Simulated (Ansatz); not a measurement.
`OC([SiH3])O[SiH3]` + `[OH][Al]([F])[F]` → `[F][Al]([F])[O][SiH3]` + `OC(O)[SiH3]`  (ligand exchange at the Si–O bond)

Gas-phase electronic energies from Ansatz, PBE0-D4/def2-TZVP geometries. CCSD(T)/CBS adds triple-zeta CCSD(T) − MP2 to the extrapolated MP2 energy (def2 sets, frozen cores). One conformer a species, not always the lowest.

```csv
species,CCSD(T)/CBS(def2) energy (Eh)
`OC([SiH3])O[SiH3]`,-771.37645
`[OH][Al]([F])[F]`,-517.59653
`[F][Al]([F])[O][SiH3]`,-807.91715
`OC(O)[SiH3]`,-481.06463
```

(1) Work out ΔE.

Largest T1 diagnostic among the species: 0.013.

## Answers

(1) ΔE = (-807.91715) + (-481.06463) − (-771.37645) − (-517.59653) = -0.00880 Eh = -0.24 eV.

The D4 term adds +0.05 eV with B3LYP and +0.03 eV with PBE0; it sums over pairs of atoms, weighted by their polarisabilities, and B3LYP, whose exchange is more repulsive, gets the larger term. In def2-TZVPP, CCSD(T) changes the Hartree–Fock value by +0.14 eV (the triples alone add +0.03 eV) and MP2 by +0.15 eV.

B3LYP here is the variant with VWN-RPA as its local correlation; programs differ in this.
